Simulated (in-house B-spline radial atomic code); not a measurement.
Whole-atom quantities along the 18-electron series, configuration [Ne] 3s2 3p6. Breit and QED terms are first order and not part of the total energy; the density at the nucleus is averaged over the nuclear charge. Computed with an all-electron radial atomic-structure program (B-spline basis): Dirac-Hartree-Fock, average of the configuration, finite nuclei.

| ion | Z | E/Z² (Eh) | Σ<r²> (bohr²) | n(0)/Z³ (bohr⁻³) | Lamb diamagnetic shielding (ppm) | repulsion over attraction | Breit energy (eV) | self-energy (eV) | vacuum polarisation (eV) | Dirac less non-relativistic energy (Eh) |
| --- | --- | --- | --- | --- | --- | --- | --- | --- | --- | --- |
| Sr20+ | 38 | -2.0429 | 1.9669 | 1.0877 | 3071.79 | 0.08801 | 45.229 | 34.875 | -3.6743 | -46.877 |
| Zr22+ | 40 | -2.0668 | 1.7173 | 1.1401 | 3262.66 | 0.083899 | 53.548 | 41.696 | -4.5434 | -58.406 |
| Nb23+ | 41 | ? | ? | ? | ? | ? | ? | ? | ? | ? |
| Mo24+ | 42 | -2.0892 | 1.512 | 1.1942 | 3455.65 | 0.080127 | 62.855 | 49.429 | -5.5656 | -71.993 |
| Tc25+ | 43 | ? | ? | ? | ? | ? | ? | ? | ? | ? |
| Ru26+ | 44 | -2.1103 | 1.3408 | 1.2547 | 3650.93 | 0.076654 | 73.209 | 58.151 | -6.7613 | -87.891 |

Question: Fill in the row of Nb23+.

Answer: E/Z² (Eh): -2.0781; Σ<r²> (bohr²): 1.6098; n(0)/Z³ (bohr⁻³): 1.1671; Lamb diamagnetic shielding (ppm): 3358.88; repulsion over attraction: 0.081973; Breit energy (eV): 58.074; self-energy (eV): 45.444; vacuum polarisation (eV): -5.0342; Dirac less non-relativistic energy (Eh): -64.927.

Question: Fill in the row of Tc25+.

Answer: E/Z² (Eh): -2.0999; Σ<r²> (bohr²): 1.4226; n(0)/Z³ (bohr⁻³): 1.2249; Lamb diamagnetic shielding (ppm): 3553; repulsion over attraction: 0.078355; Breit energy (eV): 67.897; self-energy (eV): 53.662; vacuum polarisation (eV): -6.1406; Dirac less non-relativistic energy (Eh): -79.638.

Question: With what power of Z does the column «Breit energy (eV)» change over this range?

Answer: A fit of the logarithm of its size against log Z from Z = 38 to 44 has slope 3.28.
